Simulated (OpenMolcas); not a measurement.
## Co4+, Rh4+, Ir4+: d⁵ down the group

| Item | Value |
| --- | --- |
| Program | OpenMolcas |
| Method | MS-CASPT2, IPEA 0.25 Eh, imaginary shift 0.1 Eh |
| Basis | ANO-R2 |
| Scalar Hamiltonian | X2C, finite nucleus |
| Spin-orbit coupling | state interaction with AMFI integrals over the reference wave functions, term energies averaged over their components |

Active space for each ion: 5 electrons in 5 orbitals (d); closed shells correlated by CASPT2: Co4+ 3s 3p; Rh4+ 4s 4p; Ir4+ 5s 5p.

Computed levels in cm-1 above ⁶S_5/2:

```
                               Level   Co4+   Rh4+   Ir4+
                              ⁴G_7/2  38670  26940  23880
                             ⁴G_11/2  38690  27070  25290
                              ⁴G_9/2  38700  27160  26230
                              ⁴P_1/2  42760  30680  27950
                              ⁴D_7/2  46210  31960  31110
                              ⁴D_1/2  46360  33170  35550
                             ²I_11/2  56580  39550  37090
                             ²I_13/2  56700  40290  40710
                           ²F_7/2(1)  62170  46010  51890
weight of ⁶S in the lowest level (%)    100     99     85
```

Mixed levels, with the weight of the term that names them: Rh4+ ⁴P_1/2 (68 %), Rh4+ ⁴D_1/2 (68 %), Rh4+ ²F_7/2(1) (67 %), Ir4+ ⁴G_7/2 (64 %), Ir4+ ⁴P_1/2 (59 %), Ir4+ ⁴D_7/2 (66 %), Ir4+ ⁴D_1/2 (65 %), Ir4+ ²I_11/2 (74 %), Ir4+ ²F_7/2(1) (63 %).

Measured, with the error of the calculation in %. Measured levels: Co4+ from Sugar and Corliss, J. Phys. Chem. Ref. Data 10, 1097 (1981).

```json
{"Level": "⁴G_11/2", "Co4+": "37218 (+3.9)"}
{"Level": "⁴P_1/2", "Co4+": "41024 (+4.2)"}
{"Level": "⁴D_7/2", "Co4+": "44709 (+3.4)"}
{"Level": "⁴D_1/2", "Co4+": "44908 (+3.2)"}
{"Level": "²F_7/2(1)", "Co4+": "59455 (+4.6)"}
```

Without spin-orbit coupling ⁴G lies 38680, 27010, 24760 cm-1 above ⁶S in that order; the difference to the level ⁴G_7/2, of either sign, comes from spin-orbit coupling, which also lowers the zero.

Term energies are means over components that CASPT2 splits; among the terms shown or strongly mixed into the levels shown the widest spread is 770 cm-1 (4d⁵ ⁴F, Rh4+). Blocks of more than 70 roots (2S+1 = 2 even) ran without multistate coupling. Measured partners are found by configuration, term and J. A level has none where our copy of the source lacks it or the pairing is in doubt (some pairs that miss far off the trend of their configuration count as doubtful), and it then counts in no deviation. Levels of configurations outside the active space are missing.

A number in round brackets counts repeated terms of one configuration in the order of the reference energies.
